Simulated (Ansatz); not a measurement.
The first iterations of a band of CH7ClSiSn (11 atoms, charge 0, multiplicity 1).

The calculation used RKS PBE-D4/def2-SVP (Ansatz 0.2.0).

* movable images: 6
* climbing image: no
* spring: 5.0 eV/Å²
* optimiser: quadratic models (default)
* start path: IDPP
* force threshold: 0.05 eV/Å
* iteration limit: 60
* end points: relaxed

First end point:

```xyz
11
Properties=species:S:1:pos:R:3
Cl -0.960 2.040 1.029
C 0.712 1.358 0.931
Si 0.610 -0.532 0.658
Sn -0.945 -0.967 -1.358
H 1.237 1.616 1.873
H 1.233 1.862 0.094
H 2.005 -1.058 0.418
H 0.070 -1.174 1.908
H -2.608 -0.882 -0.908
H -0.638 0.212 -2.586
H -0.650 -2.532 -2.038
```

Last end point:

```xyz
11
Properties=species:S:1:pos:R:3
Cl 0.083 2.476 -0.032
C 0.409 1.230 1.239
Si 0.868 -0.425 0.398
Sn -0.968 -0.976 -1.334
H -0.506 1.131 1.857
H 1.224 1.612 1.885
H 2.211 -0.276 -0.263
H 0.976 -1.490 1.461
H -2.515 -0.570 -0.677
H -0.743 -0.102 -2.804
H -0.975 -2.667 -1.707
```

| iteration | highest image above the first end (eV) | largest band force component (eV/Å) |
| --- | --- | --- |
| 1 | 0.142 | 0.791 |
| 2 | 0.086 | 0.326 |

Q: Does the band converge within its limit, and where does its top end?

A: The run converged. It ended after 5 iterations with the highest image 0.074 eV above the first end. No image climbed, so the highest image needn't sit at the top of the path.

Time of the run: 58 s on 2 threads of Intel(R) Xeon(R) Platinum 8375C CPU @ 2.90GHz (Ice Lake) (shared host), peak memory 0.18 GiB.
